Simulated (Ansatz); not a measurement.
```yaml
crystal:
  periodic: [true, true, true]
  atoms:
    - {symbol: O, position_ang: [-1.077603, 0.059080, 1.210040]}
    - {symbol: Sn, position_ang: [0.011690, 0.028840, -0.393172]}
    - {symbol: O, position_ang: [1.509736, -1.126977, -0.009546]}
    - {symbol: Cl, position_ang: [-1.101737, -0.825392, -2.201872]}
    - {symbol: Cl, position_ang: [0.673816, 2.173524, -0.901622]}
    - {symbol: H, position_ang: [-1.588494, 0.867229, 1.312592]}
    - {symbol: H, position_ang: [1.633793, -1.244403, 0.937780]}
basis:
  gaussian: {orbitals: def2-TZVPP}
hamiltonian: {xc: {name: SPW92}}
```

```sh
$ ansatz run in.yaml --threads 4 --pin off --events-out ev --progress --plain --max-ram 10444MiB
```

Shortened log:

```
Error: YAML parse error: error: line 2 column 3: crystal: missing field `lattice` (a structure is typed as `lattice` and `atoms`, a molecule's as `atoms` in Å alone, or read from a run's directory, `checkpoint`)
 --> <input>:2:3
1 | crystal:
2 |   periodic: [true, true, true]
3 |   atoms:
4 |     - {symbol: O, position_ang: [-1.077603, 0.059080, 1.210040]}
```

What is wrong with this run?

The molecule is marked periodic without a cell. The program refused the input.
